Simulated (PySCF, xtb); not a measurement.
CH7FOSi2, SMILES [SiH2](O)[SiH2]CF.

GFN2-xTB (xtb) at its own geometry gives an orbital gap of 4.49 eV and a dipole moment of 3.96 D.

Geometry: r2SCAN-D4/def2-SVP. This is a generated structure with no PubChem entry under its InChIKey; it may be hypothetical. The values are those of a single conformer.

Q: What does CAM-B3LYP/def2-TZVP (PySCF) give? (An estimate is asked for; the answer gives what the named calculation found.)

A: gap 9.71 eV (levels -9.38 and 0.33 eV), dipole 3.09 D.
